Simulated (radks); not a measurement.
Numerical settings for the osmium ion Os+, [Xe] 4f14 5d6 6s1. All-electron calculation, scalar-relativistic Kohn-Sham, PBE, spin-unpolarised, spherical densities, point nucleus. Program: a radial shooting solver on a logarithmic mesh with Libxc functionals. The defaults (mesh step 0.008 in ln r, mesh end at 40 bohr or more with all orbitals vanishing there, Anderson mixing 0.5 over 9 steps, residual threshold near 1e-9 with the energy settled to 1e-9 hartree or 1e-11 of itself, here a cap of 76 iterations) give E = -17253.502 hartree and 6s at -13.142 eV in 15 iterations. Run on one thread of a shared host, so times are rough (Intel(R) Xeon(R) 6975P-C): 0.14 s of CPU time, 0.14 s wall, 15 iterations on 2648 mesh points. Changes against that run (0 stands for a change within the tolerance of the run):

setting                     iterations         converged  E (mhartree)  e(6s) (meV)  CPU (s)
mesh step in ln r 0.005             15               yes             0            0     0.23
mesh step in ln r 0.08               4                no      diverged            -     0.01
mesh step in ln r 0.02              15               yes             0            0     0.07
mesh end (bohr) 3                   14  level above zero     +1.49e+03     +2.3e+04     0.14
mesh end (bohr) 12                  15               yes             0       +0.036     0.17
residual threshold 0.1              10               yes             0       -0.332     0.14
residual threshold 0.01             10               yes             0       -0.332     0.13
mixing 1                            14               yes             0            0     0.17
linear mixing, mixing 0.05          76                no         -5.18         -100     0.84
linear mixing, mixing 1             76                no     +1.03e+06    +1.08e+04      2.1
mixing history 20                   22               yes             0            0     0.21
iteration cap 3                      3                no         -15.7         -691     0.04

Settled on a wrong energy, with an occupied level pushed above zero by the early mesh end: mesh end (bohr) 3 (+1.49 hartree). Apart from these: no run marked as converged misses the energy by more than 1 mhartree. A mesh that ends early acts as a hard wall.
